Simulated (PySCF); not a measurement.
BBrH4SSi.
Z-matrix (Å and degrees, PBE0-D3(BJ)/def2-SVP geometry), rows numbered from 1:
```
Si
S   1  2.1764
B   2  1.7808  1  103.96
Br  3  1.9130  2  124.65  1    -0.41
H   1  1.4900  2  103.72  3   180.00
H   1  1.4884  2  110.57  3    61.80
H   1  1.4883  2  110.54  3   -61.82
H   3  1.2017  2  117.66  1   179.70
```

Linear response at CAM-B3LYP/def2-SVPD (PySCF, frozen core in the response, non-relativistic). Relativistic effects, spin–orbit coupling among them, are left out although an element past zinc is present.

Static isotropic polarisability: 83.68 au (12.40 Å³), principal values 64.3, 86.3, 100.5 au.

(1) What is the polarisability at 1064 nm and at the sodium D line?

(2) What is the isotropic C6 coefficient between two such molecules, C6 = (3/π)∫α(iω)² dω?

(3) Which effective excitation energy ω̄ makes London's formula C6 = (3/4)α²ω̄ exact here?

(4) What does −C6/R⁶ come to at R = 12 Å between centres?

(5) How many electrons N does the Slater–Kirkwood formula C6 = (3/4)·√N·α^(3/2) need to give this C6?

(6) What molar refraction at the D line follows from R = (4π/3)·N_A·α′, with α′ the polarisability volume?

## Answers

(1) 84.62 au at 1064 nm (+1.1 %), 86.88 au at 589.3 nm (+3.8 %). The rise at 589.3 nm is 3.40 times that at 1064 nm; a pure ω² law gives 3.26. The lowest singlet lies at 229 nm, shorter than both wavelengths.

(2) 2394 au (Eh·bohr⁶) by a ten-point quadrature over imaginary frequencies, which is 1430 eV·Å⁶ or 138 J·nm⁶/mol.

(3) ω̄ = 4·C6/(3α²) = 0.456 Eh = 12.4 eV. A one-pole form α(ω) = α/(1 − ω²/ω̄²) fitted to the 1064 nm value gives 11.0 eV. London's choice of the ionisation energy (10.22 eV, ΔSCF at the same level) gives C6 = 1970 au, 18 % too low.

(4) -46 J/mol. This is the leading, orientation-averaged term; C8 and higher terms are left out.

(5) N = (4·C6/3)²/α³ = 17.4; the species has 74 electrons in all.

(6) α′ = 12.87 Å³ gives R = 32.48 cm³/mol, for isolated, non-vibrating species.

One conformer stands for the species.
